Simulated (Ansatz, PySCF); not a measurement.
Au2, SMILES [Au][Au], multiplicity 1.

Coordinates come from a PBE-D3(BJ)/def2-TZVPD optimisation. The spin state was assumed, not searched. The def2 effective core potentials stand for the cores of Au; spin–orbit coupling is left out.

Vertical ionisation energy (IE) and electron affinity (EA) in eV. Rows of orbital energies are one-electron estimates. Where ΔSCF, EOM or ADC give a negative EA the extra electron is unbound and the value depends on the basis.

| level | IE | EA |
|---|---|---|
| −ε(HOMO), −ε(LUMO), B3LYP/def2-TZVPD (PySCF) | 7.05 | 3.70 |
| −ε(HOMO), −ε(LUMO), ωB97X/def2-TZVPD (PySCF) | … | … |
| −ε(HOMO), −ε(LUMO), PBE/def2-TZVPD (PySCF) | 6.33 | 4.28 |
| ΔSCF, CAM-B3LYP/def2-TZVPD (Ansatz), final states of multiplicity 2 and 2 | 9.14 | 1.70 |
| ΔSCF, PBE/def2-TZVPD (Ansatz), final states of multiplicity 2 and 2 | 9.41 | 1.83 |

Q: Fill in the missing entries. (An estimate is asked for; the answer gives what the named calculation found.)

A: 
- −ε(HOMO), −ε(LUMO), ωB97X/def2-TZVPD (PySCF), IE: 8.90
- −ε(HOMO), −ε(LUMO), ωB97X/def2-TZVPD (PySCF), EA: 1.47

Q: What vertical singlet–triplet gap does ΔSCF give with CAM-B3LYP/def2-TZVPD (Ansatz, a first-principles code) and with PBE/def2-TZVPD (Ansatz)? (Estimate from the structure and the level; the computed values follow.)

A: 2.04 and 1.99 eV (triplet above singlet where positive).
